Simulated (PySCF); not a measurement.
# Orbital picture of CaF

PBE0 at R = 1.953 Å; Ca x2c-TZVPall, F x2c-TZVPall; spin-free X2C with a Gaussian nucleus (PySCF 2.14). State: ²Σ⁺ (doublet), unpaired electrons σ ↑. Only the outer orbitals are listed, counted within each symmetry.

```json
{"spin": "α", "orbital": "6σ", "occ.": "1", "ε (eV)": "-31.04", "on Ca (%)": "49", "main shells (%)": "50 F s, 49 Ca p"}
{"spin": "α", "orbital": "2π", "occ.": "1", "ε (eV)": "-29.70", "on Ca (%)": "100", "main shells (%)": "100 Ca p"}
{"spin": "α", "orbital": "2π", "occ.": "1", "ε (eV)": "-29.70", "on Ca (%)": "100", "main shells (%)": "100 Ca p"}
{"spin": "α", "orbital": "7σ", "occ.": "1", "ε (eV)": "-27.99", "on Ca (%)": "51", "main shells (%)": "50 Ca p, 49 F s"}
{"spin": "α", "orbital": "8σ", "occ.": "1", "ε (eV)": "-9.72", "on Ca (%)": "8", "main shells (%)": "91 F p"}
{"spin": "α", "orbital": "3π", "occ.": "1", "ε (eV)": "-9.48", "on Ca (%)": "5", "main shells (%)": "95 F p"}
{"spin": "α", "orbital": "3π", "occ.": "1", "ε (eV)": "-9.48", "on Ca (%)": "5", "main shells (%)": "95 F p"}
{"spin": "α", "orbital": "9σ", "occ.": "1", "ε (eV)": "-4.25", "on Ca (%)": "100", "main shells (%)": "85 Ca s, 13 Ca p"}
{"spin": "α", "orbital": "4π", "occ.": "0", "ε (eV)": "-1.12", "on Ca (%)": "100", "main shells (%)": "84 Ca p, 16 Ca d"}
{"spin": "α", "orbital": "4π", "occ.": "0", "ε (eV)": "-1.12", "on Ca (%)": "100", "main shells (%)": "84 Ca p, 16 Ca d"}
{"spin": "α", "orbital": "10σ", "occ.": "0", "ε (eV)": "-0.60", "on Ca (%)": "98", "main shells (%)": "55 Ca p, 40 Ca d"}
{"spin": "β", "orbital": "6σ", "occ.": "1", "ε (eV)": "-30.97", "on Ca (%)": "47", "main shells (%)": "52 F s, 46 Ca p"}
{"spin": "β", "orbital": "2π", "occ.": "1", "ε (eV)": "-29.60", "on Ca (%)": "100", "main shells (%)": "100 Ca p"}
{"spin": "β", "orbital": "2π", "occ.": "1", "ε (eV)": "-29.60", "on Ca (%)": "100", "main shells (%)": "100 Ca p"}
{"spin": "β", "orbital": "7σ", "occ.": "1", "ε (eV)": "-27.92", "on Ca (%)": "54", "main shells (%)": "53 Ca p, 46 F s"}
{"spin": "β", "orbital": "8σ", "occ.": "1", "ε (eV)": "-9.69", "on Ca (%)": "8", "main shells (%)": "91 F p"}
{"spin": "β", "orbital": "3π", "occ.": "1", "ε (eV)": "-9.49", "on Ca (%)": "5", "main shells (%)": "95 F p"}
{"spin": "β", "orbital": "3π", "occ.": "1", "ε (eV)": "-9.49", "on Ca (%)": "5", "main shells (%)": "95 F p"}
{"spin": "β", "orbital": "9σ", "occ.": "0", "ε (eV)": "-1.94", "on Ca (%)": "100", "main shells (%)": "91 Ca s"}
{"spin": "β", "orbital": "4π", "occ.": "0", "ε (eV)": "0.00", "on Ca (%)": "100", "main shells (%)": "86 Ca p, 14 Ca d"}
{"spin": "β", "orbital": "4π", "occ.": "0", "ε (eV)": "0.00", "on Ca (%)": "100", "main shells (%)": "86 Ca p, 14 Ca d"}
```

Question: Which are the highest filled and the lowest empty level, where do they sit, and how wide is the gap?

Answer: Highest filled α 9σ at -4.25 eV (in %: 85 Ca s, 13 Ca p); lowest empty β 9σ at -1.94 eV (in %: 91 Ca s); the gap at PBE0 is 2.31 eV.

| Item | Value |
| --- | --- |
| bond order (Mayer) | 0.65 |
| ⟨S²⟩ | 0.750 |
| charge on Ca (Mulliken, basis-dependent) | 0.64 |
| charge on Ca (Löwdin, basis-dependent) | 0.48 |
| dipole moment (positive dipole means Ca(−)F(+)) | -2.98 D |

The state is the lowest determinant that a PBE0 search found; another state may lie lower at other levels.
